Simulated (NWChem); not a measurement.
Program: NWChem. System: 1,1,1-trifluoroethane (C₂H₃F₃), charge 0, spin multiplicity 1, at a geometry optimised with B3LYP/def2-SVP. Level: RHF/def2-TZVP.

Input file:

```
start mol
memory heap 200 mb stack 900 mb global 1100 mb
geometry units angstroms nocenter noautoz
  C     -0.120032     1.470289     0.000000
  C      0.002483    -0.030459     0.000000
  F      0.666295    -0.472994     1.083574
  F      0.666295    -0.472994    -1.083574
  F     -1.204278    -0.625718     0.000000
  H     -0.665876     1.793347     0.896771
  H     -0.665876     1.793347    -0.896771
  H      0.882239     1.919688     0.000000
  symmetry group Cs
end
basis spherical
  * library def2-tzvp
end
scf
  rhf
  nopen 0
  maxiter 100
  thresh 1e-7
  semidirect memsize 60000000 filesize 0
end
task scf energy
```

Output (cleaned and shortened):

```
             Northwest Computational Chemistry Package (NWChem) 7.3.0
             --------------------------------------------------------

                                NWChem Input Module
                                -------------------

 Scaling coordinates for geometry "geometry" by  1.889725989
 (inverse scale =  0.529177249)

 Turning off AUTOSYM since
 SYMMETRY directive was detected!

                             Geometry "geometry" -> ""
                             -------------------------

 Output coordinates in angstroms (scale by  1.889725989 to convert to a.u.)

  No.       Tag          Charge          X              Y              Z
 ---- ---------------- ---------- -------------- -------------- --------------
    1 C                    6.0000    -0.12003200     1.47028900     0.00000000
    2 C                    6.0000     0.00248300    -0.03045900     0.00000000
    3 F                    9.0000     0.66629500    -0.47299400     1.08357400
    4 F                    9.0000     0.66629500    -0.47299400    -1.08357400
    5 F                    9.0000    -1.20427800    -0.62571800     0.00000000
    6 H                    1.0000    -0.66587600     1.79334700     0.89677100
    7 H                    1.0000    -0.66587600     1.79334700    -0.89677100
    8 H                    1.0000     0.88223900     1.91968800     0.00000000

 Effective nuclear repulsion energy (a.u.)     201.2176821004

            Nuclear Dipole moment (a.u.)
            ----------------------------
        X                 Y               Z
 ---------------- ---------------- ----------------
     0.0000018897     0.0000151178     0.0000000000

      Symmetry information
      --------------------

 Group name             Cs
 Group number              2
 Group order               2
 No. of unique centers     6

      Symmetry unique atoms

     1    2    3    5    6    8


 Summary of "ao basis" -> "" (spherical)
 ------------------------------------------------------------------------------
       Tag                 Description            Shells   Functions and Types
 ---------------- ------------------------------  ------  ---------------------
 *                         def2-tzvp                  on all atoms

 Summary of "ao basis" -> "ao basis" (spherical)
 ------------------------------------------------------------------------------
       Tag                 Description            Shells   Functions and Types
 ---------------- ------------------------------  ------  ---------------------
 C                         def2-tzvp                11       31   5s3p2d1f
 F                         def2-tzvp                11       31   5s3p2d1f
 H                         def2-tzvp                 4        6   3s1p

                                 NWChem SCF Module
                                 -----------------

  ao basis        = "ao basis"
  functions       =   173
  atoms           =     8
  closed shells   =    21
  open shells     =     0
  charge          =   0.00
  wavefunction    = RHF
  use symmetry    = T
  symmetry adapt  = T

 Summary of "ao basis" -> "ao basis" (spherical)
 ------------------------------------------------------------------------------
       Tag                 Description            Shells   Functions and Types
 ---------------- ------------------------------  ------  ---------------------
 C                         def2-tzvp                11       31   5s3p2d1f
 F                         def2-tzvp                11       31   5s3p2d1f
[...]
     1 a'          2 a"

  Orbital symmetries:

     1 a'          2 a"          3 a'          4 a'          5 a'
     6 a'          7 a'          8 a"          9 a'         10 a'
    11 a'         12 a"         13 a'         14 a"         15 a'
    16 a'         17 a"         18 a"         19 a'         20 a"
    21 a'         22 a'         23 a"         24 a'         25 a'
    26 a'         27 a"         28 a'         29 a'         30 a"
    31 a'

             Final eigenvalues
             -----------------

              1
    1  -26.3304
    2  -26.3304
    3  -26.3303
    4  -11.5016
    5  -11.2608
    6   -1.7212
    7   -1.6266
    8   -1.6266
    9   -1.0665
   10   -0.9206
   11   -0.8181
   12   -0.8181
   13   -0.7757
   14   -0.7065
   15   -0.7065
   16   -0.6604
   17   -0.6604
   18   -0.6436
   19   -0.5856
   20   -0.5856
   21   -0.5648
   22    0.1402
   23    0.2058
   24    0.2058
   25    0.2374
   26    0.2879
   27    0.2935
   28    0.2935
   29    0.3349
   30    0.3349
   31    0.4198

                       ROHF Final Molecular Orbital Analysis
                       -------------------------------------

 Vector   19  Occ=2.000000D+00  E=-5.855586D-01  Symmetry=a'
              MO Center=  6.9D-02,  1.5D+00,  3.2D-10, r^2= 1.7D+00
   Bfn.  Coefficient  Atom+Function         Bfn.  Coefficient  Atom+Function
  ----- ------------  ---------------      ----- ------------  ---------------
     6      0.300619  1 C  px                 9      0.263360  1 C  px
   169      0.242491  8 H  s                168      0.158029  8 H  s

 Vector   20  Occ=2.000000D+00  E=-5.855562D-01  Symmetry=a"
              MO Center= -3.1D-01,  1.4D+00, -9.2D-11, r^2= 1.7D+00
   Bfn.  Coefficient  Atom+Function         Bfn.  Coefficient  Atom+Function
  ----- ------------  ---------------      ----- ------------  ---------------
     8      0.301617  1 C  pz                11      0.264236  1 C  pz
   157      0.210007  6 H  s                163     -0.210007  7 H  s

 Vector   21  Occ=2.000000D+00  E=-5.647592D-01  Symmetry=a'
              MO Center= -3.7D-02,  4.5D-01, -3.5D-14, r^2= 2.2D+00
   Bfn.  Coefficient  Atom+Function         Bfn.  Coefficient  Atom+Function
  ----- ------------  ---------------      ----- ------------  ---------------
     7      0.255252  1 C  py                10      0.236625  1 C  py
    38     -0.237331  2 C  py               131      0.192428  5 F  py
    69      0.188679  3 F  py               100      0.188679  4 F  py
    41     -0.172431  2 C  py               134      0.171302  5 F  py
    72      0.167530  3 F  py               103      0.167530  4 F  py

 Vector   22  Occ=0.000000D+00  E= 1.402051D-01  Symmetry=a'
              MO Center= -1.6D-01,  2.0D+00,  1.7D-15, r^2= 6.1D+00
   Bfn.  Coefficient  Atom+Function         Bfn.  Coefficient  Atom+Function
  ----- ------------  ---------------      ----- ------------  ---------------
     5      7.043679  1 C  s                 36     -2.558586  2 C  s
   158     -2.216337  6 H  s                164     -2.216337  7 H  s
   170     -2.216330  8 H  s                  4     -0.740079  1 C  s
    44     -0.615008  2 C  py                67      0.317260  3 F  s
    98      0.317260  4 F  s                129      0.317290  5 F  s

 Vector   23  Occ=0.000000D+00  E= 2.057588D-01  Symmetry=a"
              MO Center= -1.0D+00,  1.9D+00,  1.5D-12, r^2= 4.7D+00
   Bfn.  Coefficient  Atom+Function         Bfn.  Coefficient  Atom+Function
  ----- ------------  ---------------      ----- ------------  ---------------
   158      2.677068  6 H  s                164     -2.677068  7 H  s
    14     -1.926846  1 C  pz               157     -0.388589  6 H  s
   163      0.388589  7 H  s                 45      0.334184  2 C  pz
     8     -0.199720  1 C  pz

 Vector   24  Occ=0.000000D+00  E= 2.057594D-01  Symmetry=a'
              MO Center=  6.8D-01,  2.0D+00, -5.1D-11, r^2= 4.7D+00
   Bfn.  Coefficient  Atom+Function         Bfn.  Coefficient  Atom+Function
  ----- ------------  ---------------      ----- ------------  ---------------
   170      3.091213  8 H  s                 12     -1.920448  1 C  px
   158     -1.545601  6 H  s                164     -1.545601  7 H  s
   169     -0.448704  8 H  s                 43      0.333062  2 C  px
   157      0.224359  6 H  s                163      0.224359  7 H  s
     6     -0.199057  1 C  px                13     -0.156804  1 C  py

 center of mass
 --------------
 x =   0.01291260 y =  -0.15817247 z =   0.00000000

 moments of inertia (a.u.)
 ------------------
         349.012279256025           1.533922998361           0.000000000000
           1.533922998361         330.334915323223           0.000000000000
           0.000000000000           0.000000000000         349.136132528696

  Mulliken analysis of the total density
  --------------------------------------

    Atom       Charge   Shell Charges
 -----------   ------   -------------------------------------------------------
    1 C    6     6.31   0.85  1.12  0.47  0.69  0.06  1.27  1.41  0.37  0.02  0.04  0.00
    2 C    6     5.33   0.85  1.13  0.51  0.50 -0.00  1.06  0.87  0.04  0.08  0.26  0.04
    3 F    9     9.25   0.77  1.20  0.60  1.01  0.33  2.24  2.28  0.80  0.00  0.02  0.00
    4 F    9     9.25   0.77  1.20  0.60  1.01  0.33  2.24  2.28  0.80  0.00  0.02  0.00
    5 F    9     9.25   0.77  1.20  0.60  1.01  0.33  2.24  2.28  0.80  0.00  0.02  0.00
    6 H    1     0.87   0.26  0.49  0.10  0.02
    7 H    1     0.87   0.26  0.49  0.10  0.02
    8 H    1     0.87   0.26  0.49  0.10  0.02

       Multipole analysis of the density wrt the origin
       ------------------------------------------------

     L   x y z        total         open         nuclear
     -   - - -        -----         ----         -------
     0   0 0 0     -0.000000      0.000000     42.000000

     1   1 0 0     -0.080814      0.000000      0.000002
     1   0 1 0      0.989794      0.000000      0.000015
     1   0 0 1     -0.000000      0.000000      0.000000

     2   2 0 0    -21.228474      0.000000     81.403348
     2   1 1 0     -0.198682      0.000000     -2.303093
     2   1 0 1     -0.000000      0.000000      0.000000
     2   0 2 0    -18.811453      0.000000    109.432341
     2   0 1 1      0.000000      0.000000      0.000000
     2   0 0 2    -21.244748      0.000000     81.215942

 Task  times  cpu:       14.3s     wall:       14.3s

 Total times  cpu:       14.4s     wall:       14.4s
```
